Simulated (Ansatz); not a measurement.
C2H6SZn, SMILES C[CH2][Zn][SH] (connectivity only; charge and spin as stated), charge -1, multiplicity 2.

Coordinates come from a TPSSh-D3(BJ)/def2-SVPD optimisation. The multiplicity is an assumed one; no other spin state was optimised. The isomer is the one that the SMILES or the coordinates give; other isomers of the formula were not compared. One conformer was computed; it need not be the lowest.

Two levels are set side by side: PBE/def2-SVPD (Ansatz, a first-principles code) and CAM-B3LYP/def2-SVPD (Ansatz). Energy differences of separate SCF runs at the same geometry; the states with an electron removed or added have multiplicity 1. Differences are taken from unrounded values.

| quantity | CAM-B3LYP | PBE | PBE minus CAM-B3LYP |
|---|---|---|---|
| vertical ionisation energy (eV) | 1.21 | 1.11 | -0.11 |
